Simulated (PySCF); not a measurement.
# Calculated NMR parameters of C#C[Si](F)(C#CC)C#CC

```yaml
Formula: C8H7FSi
SMILES: C#C[Si](F)(C#CC)C#CC
InChI: InChI=1S/C8H7FSi/c1-4-7-10(9,6-3)8-5-2/h3H,1-2H3
Point_group_of_the_computed_structure: C1
Degrees_of_unsaturation: 6
Carbon_signals: 5
Proton_signals: 2
```

Atom-mapped SMILES (the numbers label the heavy atoms): `[CH:1]#[C:2][Si:3]([F:4])([C:5]#[C:6][CH3:7])[C:8]#[C:9][CH3:10]`; H(Xn) means a hydrogen on atom n.

No solvent model, relativity neglected, single conformer, rapidly exchanging positions averaged. GFN2-xTB structure; shieldings: GIAO PBE0/pcSseg-1; PySCF.

Referencing at the same level of theory: 1H and 13C and 29Si against TMS; 19F against CFCl3.

| carbon | δC, type | δH (multiplicity) | HMBC from (2–3 bonds) | span of the C tensor (ppm) |
| --- | --- | --- | --- | --- |
| C1 | 99.4, CH | 1.84 (s) | – | 246 |
| C2 | 88.0, C | – | H(C1) | 289 |
| C5/C8 | 84.1, C | – | H(C7)/H(C10) | 256 |
| C6/C9 | 110.6, C | – | H(C7)/H(C10) | 283 |
| C7/C10 | 5.7, CH3 | 2.09 (s) | – | 26 |

Other nuclei:
```tsv
atoms	nucleus	environment	δ (ppm)	σ (ppm)
F4	19F	fluorine bonded to Si	-156.3	327.2
Si3	29Si	silicon bonded to 3 C, F	-72.9	422.1
```

- Carbon types of the structure: 5 × C, 1 × CH, 2 × CH3, which accounts for all hydrogens.
- δC 110.6, 88.0, 84.1: alkyne carbon.
- δC 99.4: terminal alkyne carbon; the triple bond shields along its axis, which puts it between sp3 and sp2 carbons.
- δC 5.7: propargylic methyl carbon; a saturated carbon with 1 carbon neighbour and no heteroatom attached.
- δH 2.09: hydrogen on a propargylic methyl carbon.
- δH 1.84: hydrogen on a terminal alkyne carbon; it lies on the axis of the triple bond, in its shielding cone.

Splittings by 19F in the carbon and heteronuclear signals aren't shown, as no couplings were computed. Shifts are as computed. Against solution values, carbons near 30 ppm lie about +3 ppm off and those near 130 ppm about +5 ppm. Of 1309 compounds with measured shifts, 239 miss one by over three times the rms of a fit or turn the order of signals round; such compounds aren't used in these exercises. Unscaled 19F shifts against computed CFCl3 carry errors that often reach 10 to 50 ppm. Multiplicities follow the n + 1 count of equivalent neighbours, as no J values were calculated; m marks all less simple cases, F and P coupling included.
